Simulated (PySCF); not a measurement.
**Field gradients at the hydrogen positions**

Compound: C₄H₆F₂O.
Z-matrix (Å and degrees, GFN2-xTB geometry), rows numbered from 1:
```
F 
C   1  1.3637
F   2  1.3389  1  105.94
O   2  1.3461  1  111.63  3   118.31
C   4  1.4122  2  114.60  1    79.24
C   5  1.5005  4  118.74  2    80.15
C   5  1.4924  4  116.32  2   148.94
H   2  1.1086  1  106.50  3  -115.72
H   5  1.0852  4  112.94  2   -66.94
H   6  1.0787  5  118.21  7   108.94
H   6  1.0791  5  117.65  7  -107.14
H   7  1.0777  5  116.63  6   108.12
H   7  1.0781  5  118.03  6  -109.42
```

Level: B3LYP/pcJ-1 (PySCF, non-relativistic); Q(2H) = 0.00286 b; rigid geometry, the same for H and D, with no vibrational averaging.

Question: Rank these positions by the coupling χzz of a deuteron there, largest first.
A. H11 (methylene hydrogen)
B. H8 (methine hydrogen)
C. H9 (methine hydrogen)

Answer: A (214 kHz), C (200 kHz), B (163 kHz).

Tabulate Vzz, the asymmetry η and χzz = 234.96 MHz × Q × Vzz for every hydrogen position.

| atom | bonded to | bond length (Å) | Vzz (au) | η | χzz (kHz) |
| --- | --- | --- | --- | --- | --- |
| H8 | C2 | 1.109 | 0.2432 | 0.02 | 163 |
| H9 | C5 | 1.085 | 0.2971 | 0.14 | 200 |
| H10 | C6 | 1.079 | 0.3195 | 0.07 | 215 |
| H11 | C6 | 1.079 | 0.3184 | 0.07 | 214 |
| H12 | C7 | 1.078 | 0.3193 | 0.08 | 215 |
| H13 | C7 | 1.078 | 0.3202 | 0.07 | 215 |

A static deuteron (I = 1) shows a doublet split by (3/2)χ, (3/4)χ(1 + η) and (3/4)χ(1 − η) with the field along z, y and x of the gradient. What are these for H10?

With |χ| = 214.7 kHz and η = 0.073: 322, 173 and 149 kHz, to first order and without motion.

One conformer (not necessarily the lowest) at the GFN2-xTB geometry, without solvent, vibrations or thermal averaging. GFN2-xTB bond lengths can be off by several hundredths of an ångström, more for odd bonds, and the gradients follow them. The basis is small and wasn't made for field gradients, so the couplings can be 20 % off.
